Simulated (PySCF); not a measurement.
## ZrF₄, singlet: structure and spectrum

All numbers come from PBE/[Zr def2-SVP with ECP28, F def2-SVP], scalar-relativistic core potentials, density fitting, no spin–orbit coupling, PySCF.

The structure is a minimum.

Coordinates in bohr (charge 0 multiplicity 1):
```
Zr    0.0000    0.0000    0.0000
F    -2.0823   -2.0823    2.0823
F     2.0823    2.0823    2.0823
F     2.0823   -2.0823   -2.0823
F    -2.0823    2.0823   -2.0823
```

```
Point group                                                                   : Td
Bond lengths                                                                  : Zr–F 1.909 Å (×4)
Bond angles                                                                   : F–Zr–F 109.5° (×6)
Rotational constants                                                          : 0.09135, 0.09135, 0.09135 cm⁻¹
Entropy at 298.15 K and 1 bar                                                 : 327.8 J/(mol K)
Principal quadrupole moments (Buckingham, traceless) about the centre of mass : 0.00, 0.00, 0.00 D Å
Rotational symmetry number                                                    : 12
Highest occupied level                                                        : -9.87 eV
Atomisation energy without zero-point energy                                  : 2778 kJ/mol
Dipole moment                                                                 : 0.00 D
Zero-point energy                                                             : 20.7 kJ/mol
Enthalpy at 298.15 K above 0 K                                                : 19.70 kJ/mol
Heat capacity Cp at 298.15 K                                                  : 87.6 J/(mol K)
Lowest empty level                                                            : -2.17 eV
Principal polarisabilities                                                    : 30.0, 30.0, 30.0 bohr³
```

Harmonic modes (masses in u: Zr 89.905, F 18.998):
```json
{"symmetry": "e", "ω (cm⁻¹)": "144", "IR (km/mol, summed over degenerate members)": "0.0", "μ (u)": "19.00"}
{"symmetry": "t2", "ω (cm⁻¹)": "149", "IR (km/mol, summed over degenerate members)": "74.5", "μ (u)": "22.88"}
{"symmetry": "a1", "ω (cm⁻¹)": "660", "IR (km/mol, summed over degenerate members)": "0.0", "μ (u)": "19.00"}
{"symmetry": "t2", "ω (cm⁻¹)": "687", "IR (km/mol, summed over degenerate members)": "477", "μ (u)": "23.51"}
```

In Td the vibrations span e + 2t2 + a1. The a1, e modes carry no infrared intensity, as symmetry demands.

Charges (e):
```json
{"atom": "Zr1", "Mulliken": "1.19", "Löwdin": "0.48", "polar tensor": "2.59", "Mayer order to Zr1": "–"}
{"atom": "F2,3,4,5", "Mulliken": "-0.30", "Löwdin": "-0.12", "polar tensor": "-0.65", "Mayer order to Zr1": "1.18"}
```

Mulliken populations on Zr1 (electrons outside its core potential): s 2.20, p 6.39, d 2.05, f 0.17.

Formally Zr is in oxidation state +4, d0. The polar-tensor charge on Zr, 2.59, is below the formal one.

Stability towards spin polarisation was not tested. Only a few start shapes were tried, so a lower isomer may exist.

The final relaxation and frequency run took 23 s on 2 threads of a shared Arm Neoverse V1 host, with 87 basis functions and 7 gradients; the process peaked at 1.1 GiB. Launch command: `OMP_NUM_THREADS=2 python axn.py task.json out`.
